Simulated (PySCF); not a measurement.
The first ionisation energy along group 6

All values are computed (PySCF 2.14, energy differences of UHF-based or UKS calculations, no spin-orbit coupling). Values in eV. The last column holds reference values (NIST; (s) semi-empirical, (t) theoretical, else measured). Unmarked ones compare directly (S terms, centres of terms, or small fine structure); those marked * lie between the lowest fine-structure levels and include a spin-orbit shift.

```json
{"element": "Cr (cc-pVTZ, non-relativistic)", "configurations": "[Ar] 3d5 4s1 → [Ar] 3d5", "UHF": "5.903", "MP2 (valence)": "6.362", "SCS-MP2 (valence)": "6.056", "reference": "6.767"}
{"element": "Mo (cc-pVTZ-PP with ECP28MDF, ECP)", "configurations": "[Kr] 4d5 5s1 → [Kr] 4d5", "UHF": "6.244", "MP2 (valence)": "6.786", "SCS-MP2 (valence)": "6.424", "reference": "7.092"}
{"element": "W (cc-pVTZ-PP with ECP60MDF, ECP)", "configurations": "[Xe] 4f14 5d4 6s2 → [Xe] 4f14 5d4 6s1", "UHF": "5.884", "MP2 (valence)": "7.186", "SCS-MP2 (valence)": "7.453", "reference": "7.825"}
```

```
           method  elements  mean error (eV)  mean absolute error (eV)  largest error (eV)
              UHF         3           -1.218                     1.218              -1.941
    MP2 (valence)         3           -0.450                     0.450              -0.639
SCS-MP2 (valence)         3           -0.583                     0.583              -0.710
```

Errors include the incompleteness of the basis and the frozen core.

"Valence" correlates the outer s and p shells and, in groups 3 to 12 and the f block, the outer d or f shell, open or full, or the next shell where the ion has no valence electron left; the wider scheme adds the next inner shell.
